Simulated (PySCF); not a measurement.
Structure from NMR data

Molecular formula: C8H8OSi. Simulated spectra:

¹H NMR (600 MHz, computed): δ 9.58 (s, 1H), 6.32 (br s, 1H), 6.08 (br s, 1H), 4.74 (s, 2H), 2.07 (s, 3H).

¹³C{¹H} NMR (computed): δ 181.1, 145.2, 139.7, 103.4, 98.6, 89.1, 75.4, 26.9.

Calculated, not measured (PySCF 2.14.0 with density-fitted response routines): geometry: GFN2-xTB, PBE0/pcSseg-1 with gauge-including orbitals. No solvent model, one computed conformer, no relativistic terms, one averaged value for each set of equivalent atoms.

Shifts are taken against calculated references (same method and geometry level): ¹H, ¹³C vs TMS.

Problem. Which candidate is it?
A. C=CC[SiH2]C#CC#CC=O
B. C=C(C)[SiH2]C#CC#CC=O
C. C1=CC(c2ccco2)=C[SiH2]1

Solution. B. 

- Rings plus π bonds: 6 (no ring in the answer).
- 8 carbon signals for 8 carbons: no two carbons are equivalent.
- Carbon types of the structure: 5 × C, 1 × CH, 1 × CH2, 1 × CH3, leaving 2 H on heteroatoms.
- δC 181.1: aldehyde carbonyl carbon; the double bond to the heteroatom, with no lone-pair donor beside it, deshields it most.
- δC 145.2: fully substituted alkene carbon; an sp2 carbon of a C=C bond.
- δC 139.7: terminal =CH2 carbon; the olefinic region.
- δC 103.4, 98.6, 89.1, 75.4: alkyne carbon; the triple bond shields along its axis, which puts it between sp3 and sp2 carbons.
- δH 9.58: hydrogen on an aldehyde carbonyl carbon; the C=O anisotropy and electron withdrawal place aldehyde protons far downfield.

The others: C1=CC(c2ccco2)=C[SiH2]1 would give 7 signals for carbon-bound and other non-exchanging H, not 5; C=CC[SiH2]C#CC#CC=O would give 6 signals for carbon-bound and other non-exchanging H, not 5.

Shifts are as computed. Against solution values, carbons near 30 ppm lie about +3 ppm off and those near 130 ppm about +5 ppm. Of 1309 compounds with measured shifts, 239 miss one by over three times the rms of a fit or turn the order of signals round; such compounds aren't used in these exercises. Multiplicities follow the n + 1 count of equivalent neighbours, as no J values were calculated; m marks all less simple cases, F and P coupling included.
